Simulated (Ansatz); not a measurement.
PBE exchange is replaced step by step with exact exchange (0 % is PBE, 25 % PBE0; no dispersion term), basis def2-SVPD, Ansatz. System: the cluster B₂As₃⁻. Total charge -1; singlet. Geometry: PBE-D4/def2-SVPD, each spin state at its own.

Geometry of the singlet:

Cartesian coordinates in Å:
```
B -0.583 0.139 -0.327
B 1.028 0.578 0.260
As 0.985 -1.383 0.197
As -1.520 -1.367 0.441
As 0.089 2.033 -0.572
```

At PBE with 10 % exact exchange/def2-SVPD the highest occupied level of the charge -1 quintet lies above zero (up to 0.13 eV). The electron is either unbound and held by the finite basis, or the level is raised by self-interaction error. The structure comes from a short search, and lower isomers may exist.

```json
{"exact exchange (%)": "10", "HOMO (eV)": "-0.36", "LUMO (eV)": "1.34", "gap (eV)": "1.70", "triplet − singlet (kJ/mol)": "26.7", "quintet − singlet (kJ/mol)": "199.3"}
{"exact exchange (%)": "15", "HOMO (eV)": "-0.52", "LUMO (eV)": "1.46", "gap (eV)": "1.98", "triplet − singlet (kJ/mol)": "25.2", "quintet − singlet (kJ/mol)": "196.3"}
{"exact exchange (%)": "40", "HOMO (eV)": "-1.37", "LUMO (eV)": "2.05", "gap (eV)": "3.42", "triplet − singlet (kJ/mol)": "17.1", "quintet − singlet (kJ/mol)": "180.4"}
```
